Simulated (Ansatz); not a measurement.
Basis-set series for `C[N]([SiH3])[GeH3]`. The species carries charge 0 and has multiplicity 1. The structure was optimised at the PBE0-D4/def2-TZVP level.

```tsv
functional	basis	functions	energy (Eh)	HOMO (eV)	LUMO (eV)
PBE0-D4	def2-TZVPP	278	-2464.32333	-6.82	0.14
PBE0-D4	def2-QZVPP	543	-2464.38458	-6.84	0.00
ωB97M-V	def2-TZVPP	278	-2464.61857	-9.10	1.83
ωB97M-V	def2-QZVPP	543	-2464.67776	-9.11	1.49
```

Problem. Give the rows for def2-SVP. (An estimate is asked.)

Solution. Computed: 
```json
{"functional": "PBE0-D4", "basis": "def2-SVP", "functions": "123", "energy (Eh)": "-2463.84859", "HOMO (eV)": "-6.73", "LUMO (eV)": "0.48"}
{"functional": "ωB97M-V", "basis": "def2-SVP", "functions": "123", "energy (Eh)": "-2464.13730", "HOMO (eV)": "-8.98", "LUMO (eV)": "2.33"}
```

Positive LUMOs are unbound and depend on the basis. Scalar relativity is left out up to krypton.
